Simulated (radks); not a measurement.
Values are calculated unless marked as measured or tabulated.
Ionisation of the arsenic ion As3+, [Ar] 3d10 4s2, to As4+, [Ar] 3d10 4s1, under several functionals. Scalar-relativistic Kohn-Sham, spin-unpolarised, spherical densities, point nucleus; a radial shooting solver on a logarithmic mesh with Libxc functionals.

[
 {"functional": "PBE", "E(As3+) (hartree)": "-2258.79374", "Exc (hartree)": "-82.71869", "IE (eV)": "50.648", "-e(HOMO) (eV)": "44.431", "<r> HOMO (bohr)": "1.743", "IE error (eV)": "+0.498"},
 {"functional": "LDA (Slater exchange, Perdew-Zunger correlation)", "E(As3+) (hartree)": "-2255.71031", "Exc (hartree)": "-79.58421", "IE (eV)": "51.113", "-e(HOMO) (eV)": "44.862", "<r> HOMO (bohr)": "1.737", "IE error (eV)": "+0.963"},
 {"functional": "SOGGA", "E(As3+) (hartree)": "-2256.95994", "Exc (hartree)": "-80.85688", "IE (eV)": "50.456", "-e(HOMO) (eV)": "44.296", "<r> HOMO (bohr)": "1.741", "IE error (eV)": "+0.306"},
 {"functional": "OLYP", "E(As3+) (hartree)": "-2259.77673", "Exc (hartree)": "-83.78371", "IE (eV)": "50.113", "-e(HOMO) (eV)": "44.008", "<r> HOMO (bohr)": "1.749", "IE error (eV)": "-0.037"}
]

NIST Atomic Spectra Database: 50.2 eV (measured). Closest: OLYP. The Delta-SCF values span 1.00 eV, the total energies 4.07 hartree. The highest occupied level is 4s. Spin polarisation and multiplet splitting are left out, so open shells lie too high by an amount that depends on their filling.

Beside tabulated values, note that spin-unpolarised runs miss the spin-polarisation part of the exchange energy of open shells.
